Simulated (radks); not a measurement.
Task: The mean radii <r> (bohr) of the occupied orbitals of an atom or ion are listed with their occupations. Method: Dirac Kohn-Sham, PBE, spin-unpolarised, spherical densities, point nucleus; computed with a radial shooting solver on a logarithmic mesh with Libxc functionals.

| orbital | occ. | <r> |
|---|---|---|
| 1s1/2 | 2 | 0.06355 |
| 2s1/2 | 2 | 0.2929 |
| 2p1/2 | 2 | 0.2579 |
| 2p3/2 | 4 | 0.2607 |
| 3s1/2 | 2 | 0.9032 |
| 3p1/2 | 2 | 0.9619 |
| 3p3/2 | 4 | 0.9710 |
| 3d3/2 | 2 | 1.413 |
| 3d5/2 | 3 | 1.420 |
| 6f5/2 | 0.428571 | 44.21 |
| 6f7/2 | 0.571429 | 44.21 |

Name the element and its charge. Open shells, if any, are shared by 2j + 1.

Result: Z = 24, chromium, charge 0: Cr in [Ar] 3d5 6f1. The 1s radius gives Z: for a bare nucleus <r> = (2 gamma + 1)/(2Z) with gamma = sqrt(1 - (Z/c)^2), 0.06186 bohr for Z = 24, and screening makes it slightly larger (0.06355 here). The occupations add up to 24, and the charge is Z minus that.
